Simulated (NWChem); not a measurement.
Total energies of Br (+1)

```xyz
1

Br     0.0000     0.0000     0.0000
```
Charge +1, spin multiplicity 3.

Everything below was run with NWChem.

Basis set: 6-311G** (44 functions).

| method | total energy (Ha) |
|---|---|
| UHF | -2571.95662 |
| UMP2 | -2572.18679 |
| UB2PLYP | -2573.25926 |
| UPBE | -2573.25207 |
| UB3LYP | -2573.66595 |
| UBHandHLYP | -2573.63441 |

Total energies of different functionals aren't comparable as a measure of quality: only differences taken within one method are. 

The Hamiltonian is non-relativistic. The correlated methods keep 9 core orbitals frozen. B3LYP has NWChem's definition, with VWN1-RPA local correlation. The Pople sets run with spherical d functions. The stability of the SCF solutions was not checked. Open-shell Hartree-Fock references start from PBE0 orbitals.
